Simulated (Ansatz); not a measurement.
Frontier orbitals of `CCCC(=O)OCC`.

Z-matrix (Å, degrees):
```
C
C 1 1.519
H 1 1.094 2 111.1
H 1 1.092 2 111.2 3 -119.9
H 1 1.092 2 111.0 3 120.3
C 2 1.518 1 112.9 3 -59.1
H 2 1.093 1 109.7 3 179.3
H 2 1.094 1 109.8 3 62.1
C 6 1.505 2 113.2 1 -69.1
H 6 1.096 2 110.8 1 171.8
H 6 1.093 2 111.8 1 53.9
O 9 1.203 6 125.2 2 -20.9
O 9 1.340 6 111.1 2 160.7
C 13 1.433 9 116.5 6 178.1
C 14 1.509 13 111.4 9 84.8
H 14 1.091 13 108.9 9 -38.1
H 14 1.091 13 104.6 9 -154.8
H 15 1.091 14 110.7 13 -64.6
H 15 1.093 14 109.8 13 176.0
H 15 1.092 14 110.8 13 56.4
```

Charge 0, multiplicity 1. The geometry is a stationary point of PBE0-D4/def2-TZVP. It is one conformer, not always the lowest. Basis def2-TZVPP, the Gaussian-basis code of Ansatz.

```json
{"functional": "PBE", "HOMO (eV)": "-6.23", "LUMO (eV)": "-0.72", "gap (eV)": "5.51"}
{"functional": "revPBE", "HOMO (eV)": "-6.14", "LUMO (eV)": "-0.62", "gap (eV)": "5.52"}
{"functional": "BLYP", "HOMO (eV)": "-6.14", "LUMO (eV)": "-0.63", "gap (eV)": "5.51"}
{"functional": "r2SCAN", "HOMO (eV)": "-6.55", "LUMO (eV)": "-0.44", "gap (eV)": "6.11"}
{"functional": "PBE0", "HOMO (eV)": "-7.87", "LUMO (eV)": "0.41", "gap (eV)": "8.28"}
{"functional": "ωB97X-V", "HOMO (eV)": "-10.36", "LUMO (eV)": "2.73", "gap (eV)": "13.09"}
{"functional": "ωB97M-V", "HOMO (eV)": "-10.32", "LUMO (eV)": "2.55", "gap (eV)": "12.87"}
```

Against PBE, PBE0 changes HOMO and LUMO by −1.65 and +1.13 eV, ωB97M-V by −4.09 and +3.28 eV. A gap of 5.50 eV thus becomes 12.87 eV for the same molecule, so an orbital gap means little without its functional. A positive LUMO is unbound and depends on the basis.
